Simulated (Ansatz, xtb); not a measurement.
Ranking isomers of C2H11AlSi2

3 gas-phase structures of C2H11AlSi2, from a drawn sample of its isomers (lower ones may exist). Each was relaxed with GFN2-xTB; where two conformers were screened, the lower at r2SCAN-D4/def2-SVP is listed:

A. `[SiH3][CH2][AlH][CH2][SiH3]`, a singlet
B. `[CH3][AlH][CH]([SiH3])[SiH3]`, a singlet
C. `[CH3][Al]([SiH3])[CH2][SiH3]`, a singlet

Which do you expect lowest at r2SCAN-D4/def2-SVP, and how would the others follow?

Calculated order at r2SCAN-D4/def2-SVP: B (0.0), C (1.1), A (4.6) kJ/mol. Less than 1 kcal/mol parts B and C; C and A, so the order within those pairs means little.

Energies above the lowest of each column, in kJ/mol; the last columns are at PBE-D3(BJ)/def2-SVP geometries:

| structure | GFN2-xTB | HF/STO-3G | r2SCAN-D4/def2-SVP | PBE-D3(BJ)/def2-SVP | CCSD(T)/def2-SVP + ΔMP2/def2-TZVPP |
| --- | --- | --- | --- | --- | --- |
| B | 0.0 | 27.0 | 0.0 | 4.6 | 0.0 |
| C | 35.2 | 0.0 | 1.1 | 0.0 | 10.6 |
| A | 0.6 | 18.4 | 4.6 | 9.2 | 7.0 |

CCSD(T)/def2-SVP + ΔMP2/def2-TZVPP puts B lowest; HF/STO-3G picks C, PBE-D3(BJ)/def2-SVP picks C. CCSD(T)/def2-SVP + ΔMP2/def2-TZVPP orders those it was run on as B (0.0), A (7.0), C (10.6) kJ/mol. Less than 1 kcal/mol parts A and C, so the order within that pair means little. Flexible structures stand in one conformer each, not always the lowest. ΔMP2 is the change of the MP2 energy from the smaller to the larger basis.

Programs: Ansatz 0.2.0, xtb 6.7.1.
